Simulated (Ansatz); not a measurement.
`C=NB(O)F` + HBr → `OB(F)Br` + `C=N`  (ligand exchange at a B–N bond)

Calculated with Ansatz (gas phase, PBE0-D4/def2-TZVP geometries, no zero-point term in ΔE). CCSD(T)/CBS is the MP2 limit (def2-TZVPP, def2-QZVPP) plus CCSD(T) − MP2 in def2-TZVPP, frozen cores. This one scheme is used for every species. DFT in def2-TZVPP. For Br outer-core shells are correlated without core-valence functions, which leaves a few kJ/mol of doubt a bond. Scalar relativity is left out up to krypton. Each species was taken in one conformer, which may not be the lowest.

```csv
level,ΔE (kcal/mol)
LDA (SPW92),-0.8
revPBE-D4,-3.0
PBE0-D4,-2.8
ωB97X-V,-2.9
LC-ωPBE,-2.5
MP2/def2-TZVPP,-4.1
SCS-MP2/def2-QZVPP,-3.5
HF/CBS(def2),-1.5
```

(1) What does CCSD(T)/CBS give? (Estimate.)

Largest T1 diagnostic among the species: 0.013.

## Answers

(1) Computed: -3.5 kcal/mol. The listed levels differ from it by 2.7, 0.5, 0.7, 0.6, 1.0, -0.6, 0.0, 2.0 kcal/mol.

At CCSD(T), def2-SVP lies +2.1 kcal/mol from the extrapolated value and def2-TZVPP +0.2 kcal/mol. In def2-TZVPP, CCSD(T) changes the Hartree–Fock value by −1.6 kcal/mol (the triples alone add −0.4 kcal/mol) and MP2 by −2.3 kcal/mol. Leaving LDA and LC-ωPBE aside and taking each functional with its dispersion term where it has one, the values, not all of them listed here, spread over 2.4 kcal/mol, from PBE-QIDH to CAM-B3LYP-D4. LDA lies +2.1 kcal/mol from PBE without D4.
